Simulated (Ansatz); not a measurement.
C4H12O4Si, charge +1, doublet, at a GFN2-xTB geometry (a state made from the parent by changing its charge; the spin is typed, not shown lowest); HF/STO-3G run with Ansatz (a quantum-chemistry and plane-wave program).

Input for Ansatz:
Ansatz 0.2 input:
```yaml
crystal:
  periodic: [false, false, false]
  atoms:
    - {symbol: C, position_ang: [-0.11670586, -2.24278719, -1.65173879]}
    - {symbol: O, position_ang: [-0.10268118, -0.88467916, -1.35115769]}
    - {symbol: Si, position_ang: [0.00095962, -0.00044419, -0.00058621]}
    - {symbol: O, position_ang: [-0.63894185, 1.45284767, -0.30608731]}
    - {symbol: C, position_ang: [-1.69580926, 1.93597961, -1.07150182]}
    - {symbol: O, position_ang: [-0.77774819, -0.79708858, 1.17152039]}
    - {symbol: C, position_ang: [-0.74507282, -0.80614135, 2.56259729]}
    - {symbol: O, position_ang: [1.52915643, 0.22439067, 0.47974697]}
    - {symbol: C, position_ang: [2.54887460, 1.11698217, 0.16596616]}
    - {symbol: H, position_ang: [-0.54575355, -2.83431593, -0.84336315]}
    - {symbol: H, position_ang: [0.90213945, -2.58557608, -1.86871056]}
    - {symbol: H, position_ang: [-0.70010660, -2.37121716, -2.57058672]}
    - {symbol: H, position_ang: [-1.45218806, 2.96551655, -1.35663978]}
    - {symbol: H, position_ang: [-2.60733703, 1.97775207, -0.46339402]}
    - {symbol: H, position_ang: [-1.86754280, 1.32617893, -1.95817493]}
    - {symbol: H, position_ang: [0.24834443, -0.57668255, 2.94731708]}
    - {symbol: H, position_ang: [-1.47436083, -0.08841114, 2.95683738]}
    - {symbol: H, position_ang: [-1.06270741, -1.80141888, 2.89294884]}
    - {symbol: H, position_ang: [3.18056348, 0.69576993, -0.62534678]}
    - {symbol: H, position_ang: [2.16017216, 2.08703202, -0.14285913]}
    - {symbol: H, position_ang: [3.17934042, 1.22362660, 1.05606279]}
basis:
  gaussian:
    orbitals: STO-3G
hamiltonian:
  xc: hf
total_charge: 1
magnetization: {spin_polarized: true, initial_magnetization: 1}
```

Output, abridged:

```
Functional definition: HF
849 factors; integrals over basis functions are off by at most 4.2e-5 eV
mean field evaluation 1: about -20059.8856 eV, gradient 2.6e1 eV
mean field evaluation 2: about -20060.3132 eV, gradient 2.6e1 eV
mean field evaluation 4: about -20065.8902 eV, gradient 2.9e0 eV
mean field evaluation 8: about -20066.1598 eV, gradient 2.3e-1 eV
mean field evaluation 16: about -20066.7263 eV, gradient 1.3e-1 eV
mean field evaluation 32: about -20066.6266 eV, gradient 5.2e-1 eV
mean field evaluation 64: about -20066.6987 eV, gradient 7.9e-1 eV
mean field evaluation 96: about -20065.3344 eV, gradient 3.6e0 eV
mean field evaluation 128: about -20066.5113 eV, gradient 3.5e0 eV
mean field -20066.72681324 eV, -737.4386086707 hartree, gradient 2.1e-5 eV, S^2 0.757269; 6 other end points of the search recorded, 0 dependent functions left out
reference -20066.72681324 eV, -737.4386086707 hartree; 41, 40 occupied and 20, 21 virtual orbitals, 849 factors
Total energy: -20066.72681324 eV, -737.4386086707 hartree
```
